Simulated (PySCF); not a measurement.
Compound: C9H9BO2.
Atom-mapped SMILES: `[CH3:1][c:2]1[cH:3][cH:4][c:5]([C:6]#[C:7][B:8]([OH:9])[OH:10])[cH:11][cH:12]1` (hydrogens: H13, H14, H15 on C1; H16 on C3; H17 on C4; H18 on O9; H19 on O10; H20 on C11; H21 on C12)

Method: PBE0-D3(BJ)/def2-SVP geometry optimisation, gas phase in PySCF; density fitting, grid level 1; the optimiser is geomeTRIC in internal coordinates, started from a GFN2-xTB structure with every atom displaced at random (about 0.01 Å).

Step 0: E = -14225.1939 eV
```
atom  x, y, z in Å  |  force x, y, z in eV/Å
C1     -4.3092   -0.3861   -0.3492   -1.091   0.893  -0.043
C2     -2.8654   -0.1497   -0.1687   -0.083  -0.213   0.163
C3     -2.3612    0.1602    1.0781    2.242   0.431   0.631
C4     -0.9565    0.3855    1.2585   -2.888  -0.370  -0.190
C5     -0.1219    0.2909    0.1644    0.965   0.326   0.768
C6      1.2623    0.5234    0.3453    0.758  -0.009  -0.085
C7      2.4605    0.7044    0.4978   -0.298   0.024  -0.064
B8      3.9607    0.9504    0.6790   -0.752   0.052   1.234
O9      4.7463    0.8518   -0.3884    0.235  -0.222  -1.394
O10     4.3911    1.2418    1.9417   -0.204   0.023   0.056
C11    -0.6425   -0.0143   -1.0761   -0.047  -0.085  -0.753
C12    -1.9814   -0.2277   -1.2398   -0.813  -0.290  -0.896
H13    -4.5489   -1.0385   -1.1840    0.036  -0.437  -0.277
H14    -4.7981   -0.7559    0.5600    0.038  -0.170   0.058
H15    -4.8240    0.5746   -0.5859    0.149  -0.228   0.081
H16    -3.0084    0.2440    1.9424   -0.290  -0.033   0.245
H17    -0.5924    0.6301    2.2373    0.393   0.145   0.560
H18     5.6737    1.0073   -0.2660    0.658   0.118   0.146
H19     5.3328    1.3838    2.0307    0.256   0.038   0.009
H20     0.0128   -0.0746   -1.9230    0.499  -0.052  -0.529
H21    -2.3930   -0.4692   -2.2354    0.236   0.059   0.277
```

Step 1: E = -14225.3786 eV
```
atom  x, y, z in Å  |  force x, y, z in eV/Å
C1     -4.3663   -0.3488   -0.3645    0.106  -0.028  -0.077
C2     -2.8901   -0.1601   -0.1698    0.009   0.027   0.076
C3     -2.3616    0.1448    1.0939   -0.050   0.033  -0.048
C4     -1.0028    0.3718    1.2731    0.107  -0.027   0.118
C5     -0.1104    0.2831    0.1882   -0.194  -0.031  -0.068
C6      1.2851    0.5062    0.3595   -0.044   0.089   0.035
C7      2.4768    0.7221    0.5080    0.060  -0.072   0.009
B8      3.9792    0.9624    0.6935    0.310  -0.016  -0.576
O9      4.7906    0.8288   -0.4122   -0.258   0.014   0.388
O10     4.4298    1.3043    1.9287    0.061   0.035   0.188
C11    -0.6379   -0.0309   -1.0773    0.067   0.003  -0.014
C12    -2.0005   -0.2447   -1.2463    0.096  -0.013   0.013
H13    -4.5860   -0.9778   -1.2405    0.022   0.013   0.041
H14    -4.8323   -0.8049    0.5170   -0.051  -0.065   0.084
H15    -4.8616    0.6207   -0.5262   -0.040   0.076  -0.018
H16    -3.0389    0.2105    1.9517    0.056   0.006  -0.019
H17    -0.6044    0.6136    2.2640   -0.065  -0.028  -0.089
H18     5.7259    0.9855   -0.2472   -0.072  -0.003   0.002
H19     5.3797    1.4412    1.9962   -0.051  -0.005  -0.016
H20     0.0409   -0.1045   -1.9303   -0.017  -0.005   0.023
H21    -2.3777   -0.4909   -2.2407   -0.053  -0.003  -0.052
```

Question: Estimate the geometry and energy of step 2. (The exact step hangs on the optimiser's Hessian estimate; all steps are aligned on step 1, rigid shifts and turns removed.)

Answer: E = -14225.3838 eV, largest force 0.259 eV/Å
```
atom  x, y, z in Å  |  force x, y, z in eV/Å
C1     -4.3590   -0.3493   -0.3466   -0.002   0.005  -0.028
C2     -2.8822   -0.1553   -0.1719   -0.025   0.016   0.044
C3     -2.3478    0.1523    1.0868   -0.040  -0.010  -0.002
C4     -0.9887    0.3706    1.2589   -0.015  -0.020  -0.065
C5     -0.1138    0.2833    0.1614    0.065   0.002   0.061
C6      1.2801    0.5105    0.3433    0.052   0.053  -0.061
C7      2.4717    0.7229    0.5007   -0.024  -0.041   0.024
B8      3.9719    0.9655    0.6984    0.107  -0.042  -0.232
O9      4.7847    0.8202   -0.3938   -0.088   0.019   0.167
O10     4.4101    1.3067    1.9419   -0.006   0.022   0.055
C11    -0.6399   -0.0308   -1.1037   -0.018   0.021   0.079
C12    -2.0039   -0.2440   -1.2588    0.006  -0.018  -0.030
H13    -4.5832   -0.9830   -1.2165   -0.008  -0.004   0.001
H14    -4.8140   -0.8087    0.5433    0.003  -0.002  -0.007
H15    -4.8628    0.6192   -0.5071   -0.003  -0.010   0.001
H16    -3.0157    0.2197    1.9500   -0.004   0.000   0.000
H17    -0.5841    0.6080    2.2449    0.000   0.000  -0.016
H18     5.7175    0.9764   -0.2212    0.009   0.002  -0.014
H19     5.3587    1.4417    2.0179    0.006   0.004  -0.005
H20     0.0344   -0.1048   -1.9593    0.000   0.001   0.014
H21    -2.3967   -0.4888   -2.2497   -0.015   0.001   0.012
```

The energy changes by -0.0052 eV. The first-order estimate −F·Δx gives -0.0122 eV and the mean of the old and new forces, exact on a quadratic surface, -0.0052 eV. The step makes an angle of 83° with the force vector and moves no atom by more than 0.032 Å.

What follows is the cost of the whole optimisation. Hardware: an Arm Neoverse V1 with one thread, no GPU, shared host with 64 logical CPUs at a one-minute load of 25. Cost: 3.0 min of wall time, 0.96 GiB resident at most.
